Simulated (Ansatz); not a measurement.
One change: `C[O][W]([OH])([OH])([F])([Cl])[O]C` becomes `C[O][W]([OH])([OH])([OH])([Cl])[O]C`.

Ansatz, PBE0-D4/def2-TZVP geometries, multiplicity 1. Each molecule was computed in one conformer, which needn't be the lowest.

Elements past krypton have def2 core potentials.

| property | `C[O][W]([OH])([OH])([F])([Cl])[O]C` |
| --- | --- |
| LUMO energy (ωB97M-V/def2-TZVPP) / eV | -0.53 |
| HOMO–LUMO gap (PBE/def2-TZVPP) / eV | 3.69 |
| HOMO energy (B3LYP/def2-TZVPP) / eV | -8.06 |
| HOMO energy (PBE/def2-TZVPP) / eV | -6.85 |
| HOMO energy (PBE0/def2-TZVPP) / eV | -8.33 |
| LUMO energy (PBE/def2-TZVPP) / eV | -3.17 |

Give the same properties after the change, and the shifts. (An estimate is asked.)

Ansatz gave: 
```tsv
property	`C[O][W]([OH])([OH])([OH])([Cl])[O]C`	shift
LUMO energy (ωB97M-V/def2-TZVPP) / eV	-0.56	-0.03
HOMO–LUMO gap (PBE/def2-TZVPP) / eV	3.43	-0.26
HOMO energy (B3LYP/def2-TZVPP) / eV	-7.83	0.23
HOMO energy (PBE/def2-TZVPP) / eV	-6.64	0.21
HOMO energy (PBE0/def2-TZVPP) / eV	-8.10	0.23
LUMO energy (PBE/def2-TZVPP) / eV	-3.21	-0.04
```

B3LYP here is the variant with VWN-RPA as its local correlation; programs differ in this.
